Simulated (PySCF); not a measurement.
**Electric field gradients and quadrupole coupling constants**

C₄H₁₃NSi₂.
Structure used (GFN2-xTB), in Å, numbered top down from 1:
```
atom  x, y, z in Å
C1    -1.7497   -0.4887    1.0963
N2    -0.5199   -0.5234    0.3483
C3    -0.4096   -1.7023   -0.4777
C4     0.0437    0.6739   -0.0776
Si5   -1.0318    2.2392   -0.1692
C6     1.3453    0.7541   -0.4229
Si7    2.6963   -0.5246   -0.2298
H8    -1.7371    0.3412    1.7981
H9    -1.8319   -1.4168    1.6657
H10   -2.6405   -0.4014    0.4577
H11   -1.3528   -1.8884   -1.0115
H12   -0.1856   -2.5784    0.1357
H13    0.3824   -1.5769   -1.2091
H14   -2.3377    1.9212   -0.7579
H15   -0.3550    3.2203   -1.0158
H16   -1.2460    2.8095    1.1652
H17    1.6773    1.7213   -0.7787
H18    3.9341    0.1898    0.1010
H19    2.3811   -1.4690    0.8450
H20    2.9323   -1.2899   -1.4661
```

Field gradients from the PBE0/pcSseg-1 density (PySCF, non-relativistic), principal values in atomic units, ordered |Vxx| ≤ |Vyy| ≤ |Vzz|:

| atom | Vxx | Vyy | Vzz |
| --- | --- | --- | --- |
| N2 | 0.6071 | 0.6454 | -1.2525 |

Q: Find the asymmetry η = (Vxx − Vyy)/Vzz and the couplings χ = eQV/h (234.96 MHz × Q in barn × V in au), with Q(14N) = 0.02044 b.

A: 
| atom | environment | nucleus | η | χzz (MHz) | χxx (MHz) | χyy (MHz) |
| --- | --- | --- | --- | --- | --- | --- |
| N2 | enamine nitrogen | 14N | 0.03 | -6.02 | 2.92 | 3.10 |

The gradient is axial or nearly so (η below 0.05) at N2. The tensor is traceless: Vxx + Vyy + Vzz = 0.

Q: What is Vzz at N2 in SI units (1 au = 9.71736 × 10²¹ V/m²)?

A: -1.2525 au = -12.171 × 10²¹ V/m².

Q: And the gradient at the other heavy atoms, for which no coupling is worked out here?

A: 
```csv
atom,environment,Vzz (au),η
C1,N-methyl carbon,0.230,0.10
C3,N-methyl carbon,0.267,0.15
C4,vinylic carbon bearing nitrogen,-0.333,0.80
Si5,SiH3 silicon,0.116,0.25
C6,alkene CH carbon,0.196,0.32
Si7,SiH3 silicon,0.058,0.66
```

Q: What couplings would deuterons (Q(2H) = 0.00286 b) have in place of the hydrogens, at this geometry?

A: 
```csv
atom,bonded to,bond length (Å),Vzz (au),η,χzz (kHz)
H8,C1,1.087,0.3082,0.06,207
H9,C1,1.092,0.3018,0.06,203
H10,C1,1.099,0.2876,0.05,193
H11,C3,1.100,0.2875,0.07,193
H12,C3,1.093,0.3007,0.05,202
H13,C3,1.085,0.3096,0.07,208
H14,Si5,1.467,0.1603,0.02,108
H15,Si5,1.462,0.1636,0.03,110
H16,Si5,1.467,0.1610,0.02,108
H17,C6,1.083,0.3289,0.09,221
H18,Si7,1.467,0.1608,0.02,108
H19,Si7,1.465,0.1635,0.02,110
H20,Si7,1.473,0.1573,0.01,106
```

Isolated species at its GFN2-xTB geometry, gas phase. GFN2-xTB bond lengths can be off by several hundredths of an ångström, more for odd bonds, and the gradients follow them. The basis is small and wasn't made for field gradients, so the couplings can be 20 % off.
